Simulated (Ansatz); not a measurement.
`CB1C=CC=C1C1=CC=CB1C`, relaxed as a singlet with RKS r2SCAN-D4/def2-SVP in Ansatz, starting from the GFN2-xTB geometry. Force threshold 0.03 eV/Å.

The restricted singlet is unstable towards broken spin symmetry at other levels; at r2SCAN-D4/def2-SVP this wasn't settled.

Start:

```xyz
24

C     1.647   -1.743   -1.898
B     0.798   -0.429   -1.915
C     0.872    0.701   -2.994
C     0.340    1.807   -2.443
C    -0.191    1.556   -1.106
C    -0.044    0.256   -0.734
C    -0.528   -0.289    0.495
C    -0.771   -1.611    0.703
C    -1.315   -1.865    2.033
C    -1.450   -0.735    2.752
B    -0.853    0.427    1.894
C    -0.381    1.817    2.430
H     1.779   -2.172   -2.889
H     1.279   -2.517   -1.231
H     2.646   -1.482   -1.544
H     1.316    0.699   -3.977
H     0.278    2.783   -2.902
H    -0.689    2.327   -0.540
H    -0.649   -2.400   -0.021
H    -1.571   -2.863    2.358
H    -1.833   -0.733    3.761
H    -0.254    2.582    1.669
H     0.601    1.673    2.886
H    -1.026    2.211    3.214
```

```
step  energy (eV)  largest force component (eV/Å)  SCF passes
   1  -11900.2193                           0.655          23
   2  -11900.3460                           0.237          22
   3  -11900.3568                           0.218          22
   4  -11900.3638                           0.062          22
   5  -11900.3652                           0.027          23
   6  -11900.3672                           0.036          22
   7  -11900.3683                           0.046          22
   8  -11900.3695                           0.036          22
   9  -11900.3699                           0.032          22
  10  -11900.3701                           0.016          23
```

Force components are those of the run's own axes.

End:

```xyz
24

C     1.472   -1.841   -2.046
B     0.803   -0.437   -1.950
C     0.952    0.719   -3.006
C     0.477    1.846   -2.404
C    -0.051    1.596   -1.050
C     0.045    0.269   -0.693
C    -0.433   -0.292    0.531
C    -0.620   -1.636    0.769
C    -1.188   -1.888    2.107
C    -1.399   -0.746    2.819
B    -0.869    0.433    1.923
C    -0.613    1.892    2.406
H     1.519   -2.228   -3.076
H     1.101   -2.620   -1.366
H     2.529   -1.661   -1.754
H     1.398    0.720   -4.004
H     0.474    2.852   -2.843
H    -0.504    2.389   -0.448
H    -0.428   -2.444    0.058
H    -1.401   -2.907    2.455
H    -1.796   -0.744    3.838
H    -0.473    2.658    1.631
H     0.353    1.833    2.953
H    -1.347    2.237    3.151
```

By distances, no bond broke or formed. The bond that changes most is B2–C6, from 1.60 to 1.63 Å (atoms count from 1).

The force fell under the threshold at step 5, but the optimiser went on and released 0.005 eV more. No frequencies were taken in this run, so the end may be a saddle point.

Run time 56 s (4 threads of Arm Neoverse V1 on a shared host).
